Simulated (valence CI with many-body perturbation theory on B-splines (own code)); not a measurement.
Questions on Hf39+

Method: valence CI with perturbative core correlation (CI+MBPT): five valence electrons over a frozen Dirac-Fock core [Ar] 3d10, radial functions for each j: 11 s, 11 p, 10 d, 8 f, 5 g, 2 h, with the one-electron correlation potential Σ1 (screened to all orders), the two-electron term Σ2, the three-electron term Σ3, Breit, model QED; selected single and double excitations, second order for the rest, scaled by the run's own slope (own B-spline code, finite nucleus).

The last digits are not significant, and no measured levels were compared; by estimate large intervals hold to a few tenths of a per cent, small ones and those within an open d or f shell to about a per cent. Among the levels kept, up to 2100 cm⁻¹ of a level comes from second order outside the variational space, and about a tenth of that is noise between levels of different J, which matters for small intervals.

Levels are named by their leading jj configuration (3d3/2^4 stands for four electrons in 3d with j = 3/2), which in mixed levels can hold well under half, so a name can repeat and another be missing.

Rates and lifetimes use the calculated energies. Strong lines usually hold to 10 to 20 %, long lifetimes can be off by a factor of two.

(1) What is the ground level?

(2) How well does LS coupling describe the low levels?

(3) Where does the other parity begin?

(4) Among levels below 4050.1 × 10³ cm⁻¹, which E1 lines absorb most strongly from the ground level?

(5) What is the ionisation energy?

## Answers

(1) (4s^2 4p1/2^2 4p3/2) J=3/2, composition 46 % 4s2 4p3 2P° + 27 % 4s2 4p3 4S° + 26 % 4s2 4p3 2D°, g = 1.370.

(2) Among the lowest 20 levels the leading LS term, summed over configurations, holds 52 % on average. For single configurations the figures are 49 % in LS and 86 % in jj coupling. Terms mix most in the J = 5/2 level at 1947.4 × 10³ cm⁻¹, where the leading one holds 30 %.

(3) At (4s^2 4p1/2^2 4d3/2) J=3/2, 1182.1 × 10³ cm⁻¹.

(4) to (4s^2 4p1/2 4p3/2 4d3/2) J=3/2 at 5.110 nm, f = 0.634; to (4s^2 4p1/2 4p3/2 4d3/2) J=5/2 at 5.135 nm, f = 0.629; to (4s^2 4p1/2^2 4d5/2) J=5/2 at 7.033 nm, f = 0.306.

(5) 1829.6 eV; NIST lists 1827 ± 4 eV (theoretical).
